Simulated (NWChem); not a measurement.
Molecule: C2H4OSi; SMILES O[SiH2]C#C

```xyz
8

Si    -0.5113     0.6212    -0.0073
O      0.8295     1.6296    -0.0758
C     -0.0219    -1.1558    -0.0228
C      0.3205    -2.3366    -0.0175
H     -1.3121     0.9352    -1.2301
H     -1.3319     0.8408     1.2352
H      1.4932     1.4759     0.6191
H      0.6171    -3.3778    -0.0171
```
Atoms are numbered in this order, from 1.

Level: PBE-D3(BJ)/def2-SVP (NWChem), optimised geometry, unscaled harmonic frequencies. 

| frequency (cm⁻¹) | IR intensity (km/mol) |
|---|---|
| 131 | 10.1 |
| 203 | 29.6 |
| 239 | 66.3 |
| 365 | 57.8 |
| 608 | 49.5 |
| 619 | 75.2 |
| 690 | 32.8 |
| 711 | 33.1 |
| 714 | 14.0 |
| 808 | 107.5 |
| 887 | 73.5 |
| 892 | 279.0 |
| 927 | 112.6 |
| 2083 | 37.3 |
| 2156 | 122.2 |
| 2216 | 88.3 |
| 3389 | 46.2 |
| 3764 | 76.6 |

The zero-point energy comes out as 30.6 kcal/mol, the thermal correction to the enthalpy at 298.15 K (with zero-point energy) is 34.8 kcal/mol and the heat capacity Cv is 19.7 cal/(mol K). The entropy at 298.15 K and 1 atm (symmetry number 1) comes out as 74.1 cal/(mol K). The dipole moment is 1.67 D.

Rigid rotor and harmonic oscillator.
